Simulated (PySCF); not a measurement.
## Orbital picture of AsI

r²SCAN at R = 2.498 Å; PySCF, spin-free X2C with a Gaussian nucleus, basis sets As x2c-TZVPPall, I x2c-TZVPPall. State: ³Σ⁻ (triplet), unpaired electrons π ↑↑. Only the outer orbitals are listed, counted within each symmetry.

```csv
spin,orbital,occ.,ε (eV),on As (%),main shells (%)
α,16σ,1,-18.84,26,"72 I s, 23 As s"
α,17σ,1,-15.54,71,"71 As s, 24 I s"
α,18σ,1,-8.75,42,"56 I p, 36 As p"
α,9π,1,-7.92,32,"68 I p, 31 As p"
α,9π,1,-7.92,32,"68 I p, 31 As p"
α,10π,1,-5.76,68,"67 As p, 31 I p"
α,10π,1,-5.76,68,"67 As p, 31 I p"
α,19σ,0,-2.52,59,"57 As p, 35 I p"
α,20σ,0,3.97,58,"50 I d, 43 As p, 9 As d"
α,11π,0,4.00,50,"50 I d, 48 As d"
β,16σ,1,-18.50,15,"83 I s, 11 As s"
β,17σ,1,-13.97,76,"75 As s, 14 I s, 10 I p"
β,18σ,1,-8.44,42,"56 I p, 32 As p, 10 As s"
β,9π,1,-7.40,10,"89 I p, 9 As p"
β,9π,1,-7.40,10,"89 I p, 9 As p"
β,10π,0,-3.58,87,"87 As p, 10 I p"
β,10π,0,-3.58,87,"87 As p, 10 I p"
β,19σ,0,-1.86,62,"57 As p, 29 I p, 8 I d"
```

Task: Which are the highest filled and the lowest empty level, where do they sit, and how wide is the gap?

Result: Highest filled α 10π at -5.76 eV (in %: 67 As p, 31 I p); lowest empty β 10π at -3.58 eV (in %: 87 As p, 10 I p); the gap at r²SCAN is 2.18 eV. Both belong to one degenerate shell, split only by its one-sided filling, so this is no excitation gap.

The bond order (Mayer) is 1.39 and the ⟨S²⟩ is 2.008. The charge on As (Mulliken, basis-dependent) is 0.08 and the charge on As (Löwdin, basis-dependent) is -0.11. The dipole moment (positive dipole means As(−)I(+)) is -0.51 D.

Spin–orbit coupling is left out. The state was picked by a PBE0 search and need not be the measured ground state.
